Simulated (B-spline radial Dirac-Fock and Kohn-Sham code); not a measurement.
Auger parameter of iodine: the L3 level and its strongest L3-MM line

Calculated with a radial finite-basis atomic code, using Dirac-Fock energy differences between relaxed states, corrected for Breit and QED terms. The modified Auger parameter α′ is the binding energy plus the kinetic energy of the Auger electron; it does not depend on the energy zero. For free ions it tends to fall with charge, since less charge screens the final holes.

```tsv
species	configuration	binding 2p3/2 (eV)	Auger line	kinetic (eV)	α′ (eV)
I⁻	[Kr] 4d10 5s2 5p6	4557.5	M4M5 J=4	3255.8	7813.3
I⁻ (Watson 1.87 Å)	[Kr] 4d10 5s2 5p6	4564.3	M4M5 J=4	3248.4	7812.8
I⁻ (Watson 2.2 Å)	[Kr] 4d10 5s2 5p6	4563.6	M4M5 J=4	3249.4	7813.0
I⁻ (Watson 2.64 Å)	[Kr] 4d10 5s2 5p6	4562.8	M4M5 J=4	3250.4	7813.2
I	[Kr] 4d10 5s2 5p5	4566.6	M4M5 J=4	3244.9	7811.6
I⁺	[Kr] 4d10 5s2 5p4	4577.2	M4M5 J=4	3233.0	7810.1
I⁺ (Watson 1.8 Å)	[Kr] 4d10 5s2 5p4	4569.5	M4M5 J=4	3240.8	7810.3
I⁺ (Watson 3 Å)	[Kr] 4d10 5s2 5p4	4572.4	M4M5 J=4	3237.8	7810.1
I²⁺	[Kr] 4d10 5s2 5p3	4588.9	M4M5 J=4	3220.0	7808.9
I²⁺ (Watson 1.6 Å)	[Kr] 4d10 5s2 5p3	4571.7	M4M5 J=4	3237.7	7809.4
I²⁺ (Watson 1.8 Å)	[Kr] 4d10 5s2 5p3	4573.2	M4M5 J=4	3235.9	7809.1
I³⁺	[Kr] 4d10 5s2 5p2	4601.6	M4M5 J=4	3206.2	7807.9
I³⁺ (Watson 2 Å)	[Kr] 4d10 5s2 5p2	4580.1	M4M5 J=4	3227.8	7808.0
I³⁺ (Watson 2.4 Å)	[Kr] 4d10 5s2 5p2	4583.7	M4M5 J=4	3224.2	7807.9
I⁴⁺	[Kr] 4d10 5s2 5p1	4615.4	M4M5 J=4	3191.6	7807.0
I⁴⁺ (Watson 1.8 Å)	[Kr] 4d10 5s2 5p1	4583.5	M4M5 J=4	3223.6	7807.1
I⁵⁺	[Kr] 4d10 5s2	4630.0	M4M5 J=4	3176.3	7806.3
I⁵⁺	[Kr] 4d10 5s1 5p1	4631.2	M4M5 J=4	3175.1	7806.3
I⁵⁺ (Watson 1.8 Å)	[Kr] 4d10 5s2	4590.0	M4M5 J=4	3216.3	7806.3
I⁶⁺	[Kr] 4d10 5s1	4646.6	M4M5 J=4	3159.0	7805.6
I⁶⁺ (Watson 2.2 Å)	[Kr] 4d10 5s1	4607.3	M4M5 J=4	3198.3	7805.6
I⁷⁺	[Kr] 4d10	4664.0	M4M5 J=4	3141.1	7805.1
I⁷⁺ (Watson 1.6 Å)	[Kr] 4d10	4601.0	M4M5 J=4	3204.1	7805.1
I⁷⁺ (Watson 2.7 Å)	[Kr] 4d10	4626.6	M4M5 J=4	3178.5	7805.1
```
